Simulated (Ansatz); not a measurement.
Geometry optimisation of CuO₂⁻.

```yaml
crystal:
  periodic: [false, false, false]
  atoms:
    - {symbol: Cu, position_ang: [-0.127310, 0.121770, -0.427700]}
    - {symbol: O, position_ang: [1.126650, -0.939240, -0.352190]}
    - {symbol: O, position_ang: [-0.999340, 0.817480, 0.779890]}
basis:
  gaussian: {orbitals: def2-TZVPD}
total_charge: -1
hamiltonian: {xc: r2scan, dispersion: d4}
scf: {lower_state_search: "off"}
output: {orbitals: {seedname: orbitals}}
relax: {f_tol: 0.02, max_steps: 100}
```

```sh
$ ansatz run in.yaml --threads 4 --pin off --events-out ev --progress --plain --max-ram 3916MiB
```

Output, abridged:

```
Functional definition: r2SCAN
mean field -48732.77725710 eV, -1790.8965319357 hartree, gradient 6.7e-6 eV, S^2 0.000000; 0 other end points of the search recorded, 0 dependent functions left out
relax step   1: F+E_penalty+E_count = -48732.78844599 eV  Δ(F+E_penalty+E_count) = +0.000e0 eV  max|allowed force component| = 5.051e-1 eV/Å  Δτ_max = 0.0000 Å  (26 SCF iters, accepted)
mean field -48732.80918654 eV, -1790.8977053209 hartree, gradient 1.2e-6 eV, S^2 0.000000; 0 other end points of the search recorded, 0 dependent functions left out
relax step   2: F+E_penalty+E_count = -48732.82033955 eV  Δ(F+E_penalty+E_count) = -3.189e-2 eV  max|allowed force component| = 3.445e-1 eV/Å  Δτ_max = 0.0256 Å  (26 SCF iters, accepted)
mean field -48732.88726116 eV, -1790.9005745104 hartree, gradient 2.6e-6 eV, S^2 0.000000; 0 other end points of the search recorded, 0 dependent functions left out
relax step   3: F+E_penalty+E_count = -48732.89819273 eV  Δ(F+E_penalty+E_count) = -7.785e-2 eV  max|allowed force component| = 4.476e-1 eV/Å  Δτ_max = 0.1633 Å  (36 SCF iters, accepted)
mean field -48732.87063995 eV, -1790.8999636919 hartree, gradient 7.1e-7 eV, S^2 0.000000; 0 other end points of the search recorded, 0 dependent functions left out
relax step   4: F+E_penalty+E_count = -48732.88168925 eV  Δ(F+E_penalty+E_count) = +1.650e-2 eV  max|allowed force component| = 8.322e-1 eV/Å  Δτ_max = 0.2000 Å  (35 SCF iters, rejected (line search))
mean field -48732.90870837 eV, -1790.9013626805 hartree, gradient 3.0e-6 eV, S^2 0.000000; 0 other end points of the search recorded, 0 dependent functions left out
relax step   5: F+E_penalty+E_count = -48732.91965362 eV  Δ(F+E_penalty+E_count) = -2.146e-2 eV  max|allowed force component| = 3.941e-2 eV/Å  Δτ_max = 0.0978 Å  (29 SCF iters, accepted)
mean field -48732.90946065 eV, -1790.9013903265 hartree, gradient 2.7e-6 eV, S^2 0.000000; 0 other end points of the search recorded, 0 dependent functions left out
relax step   6: F+E_penalty+E_count = -48732.92039110 eV  Δ(F+E_penalty+E_count) = -7.375e-4 eV  max|allowed force component| = 9.598e-4 eV/Å  Δτ_max = 0.0472 Å  (30 SCF iters, accepted)
Total energy: -48732.92040361 eV, -1790.9017924727 hartree
Atom 0 at    -0.036664     0.035074    -0.123268 Å, force     0.000334    -0.000314     0.000960 eV/Å
Atom 1 at     1.208307    -1.000816    -0.572044 Å, force    -0.000882     0.000748    -0.000103 eV/Å
Atom 2 at    -1.171643     0.965752     0.695312 Å, force     0.000548    -0.000434    -0.000857 eV/Å
Dipole moment:    -0.041747     0.039933    -0.140357 e Å
Checks for a lower state left out: stability, starts, cluster_reference, orbital_swaps, neighbouring_geometries, increment
```

Run time 7.5 s (4 threads of Arm Neoverse V1 on a shared host).

The restricted singlet is unstable: a solution with broken spin symmetry lies lower. The highest occupied level of the charge -1 singlet lies above zero (up to 0.20 eV). Its loss leaves the charge 0 doublet, which lies 2.40 eV higher (vertical, at r2SCAN-D4/def2-TZVPD), but this difference is unsure: the doublet is doubtful (geometry relaxed on an unsound state). An occupied level of the charge -1 singlet lies above an empty one (by up to 0.30 eV), so this SCF solution is probably not the lowest. The relaxation made no stability test and no search for a lower SCF solution. At r2SCAN-D4/def2-TZVPD a triplet of charge -1 lies 1.20 eV below the restricted singlet, each at its own geometry. The structure comes from a short search, and lower isomers may exist.
